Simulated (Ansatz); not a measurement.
All numbers were calculated with Ansatz.

A structure relaxed at PBE0-D4/def2-TZVP, charge 0, multiplicity 1:

```xyz
11

C     0.7312   -0.0849   -0.9058
C     0.0821    1.0528   -0.6530
Si   -0.9452    0.7247    0.8517
O    -0.4437   -0.8493    1.0169
C     0.4780   -1.2356    0.0203
H     1.4242   -0.2273   -1.7322
H     0.2021    1.9361   -1.2671
H    -0.6047    1.5339    2.0531
H    -2.4180    0.8097    0.6572
H     0.0804   -2.0964   -0.5338
H     1.4136   -1.5636    0.4926
```

Problem. Give its formula and SMILES.

Solution. C3H6OSi, `C1=C[SiH2]OC1`.

Problem. Point group (tolerance 0.08 Å, 0.16 Å for H)?

Solution. Cs.

Problem. Summarise the bond lengths by kind.

Solution. 2 × C–C 1.334 to 1.499 Å; 4 × C–H 1.083 to 1.098 Å; 1 × C–Si 1.851 Å; 1 × O–Si 1.660 Å; 2 × H–Si 1.488 Å; 1 × C–O 1.411 Å.
